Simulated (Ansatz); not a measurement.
Gas-phase electronic energies from Ansatz, PBE0-D4/def2-TZVP geometries. CCSD(T)/CBS adds triple-zeta CCSD(T) − MP2 to the extrapolated MP2 energy (def2 sets, frozen cores). For Se outer-core shells are correlated without core-valence functions, which leaves a few kJ/mol of doubt a bond. Scalar relativity is left out up to krypton. One conformer a species, not always the lowest.

Consider the redistribution: `C=C[SiH2][SiH3]` + `C[Se][BH][AlH2]` → `C=C[SiH2][AlH2]` + `C[Se]B[SiH3]`.

```csv
species,CCSD(T)/CBS(def2) energy (Eh)
`C=C[SiH2][SiH3]`,-659.04133
`C[Se][BH][AlH2]`,-2709.15953
`C=C[SiH2][AlH2]`,-611.35956
`C[Se]B[SiH3]`,-2756.84434
```

Question: Work out ΔE.

Answer: ΔE = (-611.35956) + (-2756.84434) − (-659.04133) − (-2709.15953) = -0.00304 Eh = -8.0 kJ/mol.

Largest T1 diagnostic among the species: 0.014.
